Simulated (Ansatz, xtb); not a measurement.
Two structures of AlBGaH6Si+

Structure X is a singlet given by its coordinates and structure Y is a singlet given by its coordinates. Both are isolated ions in the gas phase, relaxed with PBE0-D3(BJ)/def2-SVP.

X (Å):

```xyz
10

Al    0.1495    0.5264   -0.8204
B     1.7109    1.6767   -0.5354
Ga   -4.1470   -0.6166    0.4768
Si   -1.8371   -0.7994   -1.0415
H     1.3869    0.9705    0.4749
H    -1.9963   -0.5358   -2.5185
H     1.8505    0.8332   -1.4787
H     2.6622    2.3780   -0.3615
H    -1.1104   -2.1203   -0.9797
H     0.6415    2.3050   -0.8290
```

Close contacts (Å): Al1–B2 1.96, Al1–Si4 2.40, Ga3–Si4 2.77, Al1–H5 1.85, Al1–H7 1.85, Al1–H10 1.85, B2–H5 1.27, B2–H7 1.27, B2–H8 1.19, B2–H10 1.27, Si4–H6 1.51, Si4–H9 1.51.

Y (Å):

```xyz
10

Al    0.4344   -1.1907   -0.6994
B    -1.0826   -0.2818   -1.9631
Ga   -2.4564    0.6140   -3.0922
Si   -0.1019    1.0878   -0.7293
H    -1.5952   -1.1519   -1.2368
H    -0.2246   -0.8479   -2.6635
H    -3.4232    1.5885   -3.8136
H    -0.9195    1.6486    0.3757
H     0.8092    2.0318   -1.4240
H     0.7934   -2.7148   -0.6793
```

Close contacts (Å): Al1–B2 2.17, Al1–Si4 2.34, B2–Ga3 1.99, B2–Si4 2.09, Al1–H5 2.10, Al1–H6 2.10, Al1–H10 1.57, B2–H5 1.24, B2–H6 1.24, Ga3–H7 1.55, Si4–H8 1.48, Si4–H9 1.48.

**Question.** Which of the two would you expect CCSD(T)/def2-SVP + ΔMP2/def2-TZVPP electronic energies to favour?

**Answer.** Structure X; the calculation gives E(Y) − E(X) = +13.2 kcal/mol.

How the difference moves with the method:

```json
{"level": "PBE0-D3(BJ)/def2-SVP", "geometry": "PBE0-D3(BJ)/def2-SVP", "E(Y) − E(X) (kcal/mol)": "+11.7", "departure from the last row (kcal/mol)": "−1.4", "job, with rough time for the two": "optimisation, 2.9 min"}
{"level": "HF/def2-SVP", "geometry": "PBE0-D3(BJ)/def2-SVP", "E(Y) − E(X) (kcal/mol)": "+15.0", "departure from the last row (kcal/mol)": "+1.8", "job, with rough time for the two": "part of the CCSD(T) run"}
{"level": "MP2/def2-SVP", "geometry": "PBE0-D3(BJ)/def2-SVP", "E(Y) − E(X) (kcal/mol)": "+7.3", "departure from the last row (kcal/mol)": "−5.9", "job, with rough time for the two": "part of the CCSD(T) run"}
{"level": "CCSD(T)/def2-SVP", "geometry": "PBE0-D3(BJ)/def2-SVP", "E(Y) − E(X) (kcal/mol)": "+13.2", "departure from the last row (kcal/mol)": "0.0", "job, with rough time for the two": "single point"}
{"level": "CCSD(T)/def2-SVP + ΔMP2/def2-TZVPP", "geometry": "PBE0-D3(BJ)/def2-SVP", "E(Y) − E(X) (kcal/mol)": "+13.2", "departure from the last row (kcal/mol)": "", "job, with rough time for the two": "single point, 37 s"}
```

None of the levels shown reverses the order. The largest departure from CCSD(T)/def2-SVP + ΔMP2/def2-TZVPP is that of MP2/def2-SVP, 5.9 kcal/mol. Levels run at GFN2-xTB geometries aren't shown. The last row adds to CCSD(T) the change of the MP2 difference between the two basis sets, here 0.0 kcal/mol.

With harmonic frequencies from PBE0-D3(BJ)/def2-SVP (ideal gas, rigid rotor, one conformer each, 298.15 K, 1 atm): on the last row, ΔE + ΔZPE = +10.8 kcal/mol. A mode under 50 cm⁻¹ makes harmonic enthalpies and free energies unreliable, so none is given.

The correlated steps freeze 20 core orbitals; the filled d shell of Ga is correlated, in a basis made for valence electrons. Codes used: Ansatz 0.2.0; the last row on 2 threads of Intel(R) Xeon(R) Platinum 8259CL CPU @ 2.50GHz (Skylake/Cascade Lake) on a shared host.
